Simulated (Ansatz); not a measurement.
`C[O][GeH2][C]#N` → `N=[C]1[CH2][GeH]1[OH]`  (isomerisation)

Computed with Ansatz on PBE0-D4/def2-TZVP structures; ΔE is electronic, products minus reactants. CCSD(T)/CBS adds triple-zeta CCSD(T) − MP2 to the extrapolated MP2 energy (def2 sets, frozen cores). Functionals use def2-TZVPP. B3LYP here is the variant with VWN-RPA as its local correlation; programs differ in this. For Ge outer-core shells are correlated without core-valence functions, which leaves a few kJ/mol of doubt a bond. Scalar relativity is left out up to krypton. Each species was taken in one conformer, which may not be the lowest.

| level | ΔE (kJ/mol) |
| --- | --- |
| PBE0-D4 | 98.7 |
| B3LYP-D4 | 125.0 |
| ωB97X-V | 129.1 |
| PBE | 87.8 |
| HF/def2-TZVPP | 193.4 |
| MP2/def2-TZVPP | 139.3 |
| SCS-MP2/def2-TZVPP | 155.8 |
| CCSD/CBS(def2) | 134.6 |

Question: What does CCSD(T)/CBS give? (Estimate.)

Answer: Ansatz gave: +126.2 kJ/mol. The listed levels differ from it by -27.5, -1.2, 2.9, -38.4, 67.2, 13.1, 29.6, 8.4 kJ/mol.

Largest T1 diagnostic among the species: 0.013.

In def2-TZVPP, CCSD(T) changes the Hartree–Fock value by −54.1 kJ/mol (the triples alone add −8.4 kJ/mol) and MP2 by −54.2 kJ/mol. From PBE to PBE0 (25 % exact exchange), in def2-TZVPP and without D4, ΔE moves by +12.2 kJ/mol.
